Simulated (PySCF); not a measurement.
Radiative rates from a computed spectrum

C₇H₆NP.
SMILES with atom numbers: `[CH3:1][c:2]1[cH:3][cH:4][p:5][c:6]([C:7]#[N:8])[cH:9]1` (hydrogens: H10, H11, H12 on C1; H13 on C3; H14 on C4; H15 on C9)

Method: TDDFT B3LYP/def2-SVPD, vertical, gas phase, core orbitals frozen in the response in PySCF 2.14.0, density-fitted response routines. Isolated species at its GFN2-xTB geometry, gas phase.

Computed singlets with f of 0.002 or more:

```json
{"state": "S1", "ν̃ (cm⁻¹)": "35410", "f": "0.037"}
{"state": "S2", "ν̃ (cm⁻¹)": "37800", "f": "0.105"}
{"state": "S3", "ν̃ (cm⁻¹)": "38000", "f": "0.0094"}
{"state": "S4", "ν̃ (cm⁻¹)": "42990", "f": "0.0058"}
{"state": "S5", "ν̃ (cm⁻¹)": "45130", "f": "0.500"}
{"state": "S7", "ν̃ (cm⁻¹)": "48360", "f": "0.214"}
```

Question: Turn these into Einstein A coefficients, radiative lifetimes, transition dipoles and integrated cross-sections.

Answer: Relations used (vacuum, state to state): A = 0.6670 f ν̃² s⁻¹ (ν̃ in cm⁻¹); τ = 1/A; f = (2/3) ΔE |μ|² in atomic units; ∫σ dE = 109.76 f Mb·eV.

```
state  A (s⁻¹)       τ  |μ| (D)  ∫σ dE (Mb·eV)
   S1  3.1×10⁷   32 ns     1.50            4.1
   S2  1.0×10⁸   10 ns     2.43             12
   S3  9.1×10⁶  110 ns     0.73              1
   S4  7.2×10⁶  140 ns     0.54           0.64
   S5  6.8×10⁸  1.5 ns     4.85             55
   S7  3.3×10⁸    3 ns     3.06             23
```

Only emission to the ground state at the vertical energy is counted.

Question: By what factor does the largest A in the list exceed the smallest?

Answer: S5 has 95 times the rate of S4.

Question: What is the integrated cross-section of all computed states together?

Answer: Σf = 0.872 over S1 to S8, so 109.76 × Σf ≈ 95.7 Mb·eV.

Question: Suppose S1 emitted 0.3 eV lower with the same transition dipole. How would A change?

Answer: At fixed |μ|, A goes as the cube of the energy: (4.09/4.39)³ = 0.81, which makes τ about 40 ns.
